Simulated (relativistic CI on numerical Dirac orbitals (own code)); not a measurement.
**Er²⁺: N4,5 absorption edge**

Computed with this model: Dirac-Coulomb-Breit CI, orbitals from a KLI potential per configuration, QED by a radiative potential, valence Slater integrals scaled by 0.7, multiplet model of core-to-valence dipole absorption; configurations [Xe] 4f12 → [Kr] 4d9 4f13 5s2 5p6; 300 K; Lorentzian 0.5 eV and Gaussian 0.2 eV FWHM. Energies are those of the free ion, without screening or charge transfer. The branching ratio is the share of the lower-energy edge in the whole absorption, uncertain by about 0.02 where the edges overlap. S is read from ⟨S²⟩ = S(S + 1).

free ion: ground-state S = 0.99, centroid 172.94 eV. Peaks (eV, height): 167.7 (28), 170.7 (17), 174.7 (100).

Strongest unbroadened transitions for free ion:

| Energy (eV) | Relative strength |
| --- | --- |
| 167.67 | 28.0 |
| 170.70 | 16.3 |
| 174.68 | 100.0 |
| 184.88 | 0.8 |
